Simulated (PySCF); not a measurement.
YbF2 at several levels of theory

Computed with PySCF 2.14.0 (density fitting, no spin-orbit coupling) at the geometry relaxed with PBE0:

```xyz
3
YbF2 (singlet in the valence; each metal's 4f electrons, 14 of them, lie in its core potential, out of spins and levels)
Yb    0.0000    0.0000   -0.1385
F     1.8939    0.0000    0.7209
F    -1.8939    0.0000    0.7209
```

```tsv
level	basis	state	HOMO (eV)	gap (eV)	charge on Yb1 (e)	population of f-type functions on Yb1 (polarisation alone where 4f lies in the core)	dipole about the centre of mass (D)	largest force component (eV/Å)
PBE0	Yb lcecp-0-SVP with ECP60, F def2-SVP	singlet	–	–	1.09	0.02	5.65	0.00
HF	the same	singlet	–	–	1.38	0.02	6.33	0.36
PBE0	Yb lcecp-0-TZVP with ECP60, F def2-TZVP	singlet	–	–	1.31	0.03	5.87	0.04
```

In the lcecp rows the 4f levels are missing from HOMO and gap, and the state counts the valence alone.

Charges are Mulliken's, which hang on the basis. The relaxation used the grid (50, 194), these runs (75, 302) or, all-electron (x2c bases, spin-free X2C Hamiltonian), (99, 590).

Problem. What does TPSS with Yb lcecp-0-SVP with ECP60, F def2-SVP give here?

Solution. state singlet, charge on Yb1 (e) 0.99, population of f-type functions on Yb1 (polarisation alone where 4f lies in the core) 0.02, dipole about the centre of mass (D) 5.40, largest force component (eV/Å) 0.19. Time: 1.8 s on 2 threads of Arm Neoverse V2, with other jobs on the host, from an already converged density.

An lcecp potential fixes the number of 4f electrons, so in runs with it no electron can move into or out of that shell.
